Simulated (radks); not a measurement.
The numbers below are computed, except where a source is named.
Ionisation of the technetium ion Tc34+, [He] 2s2 2p5, to Tc35+, [He] 2s2 2p4, under several functionals. Scalar-relativistic Kohn-Sham, spin-unpolarised, spherical densities, finite nucleus; a radial shooting solver on a logarithmic mesh with Libxc functionals.

functional	E(Tc34+) (hartree)	Exc (hartree)	IE (eV)	-e(HOMO) (eV)	<r> HOMO (bohr)	IE error (eV)
B86b exchange with PBE correlation	-3242.53855	-65.72046	4730.0	4639.4	0.1259	+49.0
exchange-only r2SCAN	-3242.18804	-65.21973	4736.1	4646.4	0.1259	+55.1
SCAN	-3242.74835	-65.78997	4738.3	4648.6	0.1259	+57.3
AM05	-3238.47890	-61.63447	4726.6	4636.0	0.1260	+45.6
PW91	-3242.46970	-65.65084	4730.5	4639.8	0.1259	+49.5
RPBE	-3242.53912	-65.72273	4729.5	4638.9	0.1260	+48.5
revPBE	-3242.45595	-65.63919	4729.5	4638.9	0.1259	+48.5
TASK exchange with Perdew-Wang LDA correlation	-3241.83959	-64.78360	4740.7	4651.5	0.1259	+59.7
LDA (Slater exchange, VWN5 correlation)	-3237.78550	-60.93286	4726.9	4636.3	0.1260	+45.9

NIST Atomic Spectra Database: 4681 eV (semi-empirical). Closest: AM05. The Delta-SCF values span 14.10 eV, the total energies 4.96 hartree. The highest occupied level is 2p. Spin polarisation and multiplet splitting are left out, so open shells lie too high by an amount that depends on their filling.

Beside tabulated values, note that spin-unpolarised runs miss the spin-polarisation part of the exchange energy of open shells.
